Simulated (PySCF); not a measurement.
## Relaxation of singlet SnSBr₂

Method: PySCF, PBE0, basis Sn def2-SVP with ECP28, S def2-SVP, Br def2-SVP (scalar-relativistic core potentials, no spin–orbit coupling, density fitting). A (50,194) grid was used.

A hand-made T-shaped (ligand arrangement 2) start, of C2v symmetry, held to at least that symmetry:

```xyz
4
charge 0 multiplicity 1, angstrom
Sn    0.0000    0.0000   -0.2764
S     0.0000    0.0000    1.9636
Br    2.5385    0.0000   -0.1878
Br   -2.5385    0.0000   -0.1878
```

Problem. What forces act on the atoms at the start (eV/Å)?

Solution. 
```json
{"atom": "Sn1", "Fx": "0.00", "Fy": "0.00", "Fz": "2.26"}
{"atom": "S2", "Fx": "0.00", "Fy": "0.00", "Fz": "0.88"}
{"atom": "Br3", "Fx": "0.40", "Fy": "0.00", "Fz": "-1.57"}
{"atom": "Br4", "Fx": "-0.40", "Fy": "0.00", "Fz": "-1.57"}
```

Problem. What does it relax to?

Solution. It ends at C2v with Sn–Br 2.473 Å (×2), Sn–S 2.212 Å; Br–Sn–Br 103.5°, Br–Sn–S 128.2° (×2) (after a last refinement on a finer grid). A frequency run shows a minimum. Other isomers or separated fragments may lie lower.

Problem. How much energy is released, and in how many steps?

Solution. 265.8 kJ/mol in 9 steps.

The relaxation took roughly 100 core-seconds on a shared host.
